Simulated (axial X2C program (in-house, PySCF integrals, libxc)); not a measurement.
Correcting the dissociation energy of NbSn for spin–orbit coupling

A spin-free PBE0 curve (one-electron X2C) was computed with an in-house all-electron X2C program for linear molecules (integrals from PySCF), basis Sn dyall-cv3z [11s12p9d4f1g], Nb dyall-cv3z [11s12p9d5f3g] (cores contracted in-house), for the state M_S = 5/2, Λ = 0 (beyond evenly filled blocks: σα, π+α, π-α, δ+α, δ-α). It gives D0 = 2.061 eV to Sn + Nb, which in a spin-free picture are the weighted means of the ground terms.

Measured levels of the ground terms (NIST Handbook of Basic Atomic Spectroscopic Data), in cm⁻¹: Sn 3P: J = 0 at 0, J = 1 at 1691.8, J = 2 at 3427.7; Nb 6D: J = 1/2 at 0, J = 3/2 at 154.2, J = 5/2 at 392, J = 7/2 at 695.2, J = 9/2 at 1050.3.

The molecular state has Λ = 0, so it has no first-order lowering.

How far does each ground level lie under the (2J+1)-weighted mean of its term?

Sn: (1 × 0 + 3 × 1691.8 + 5 × 3427.7)/9 = 2468 cm⁻¹; Nb: (2 × 0 + 4 × 154.2 + 6 × 392 + 8 × 695.2 + 10 × 1050.3)/30 = 634 cm⁻¹.

Correct D0.

D0 = 2.061 + (0 − 3102)/8065.5 = 1.676 eV at PBE0 with these spin–orbit terms.

Second-order spin–orbit effects in the molecule, which grow quickly with Z, are left out. The state is one determinant whose occupation by symmetry is held fixed; it was picked as the lowest of a PBE0 search that is not exhaustive. Dissociation energies refer to the lowest single-determinant-based atoms at the same level and basis.
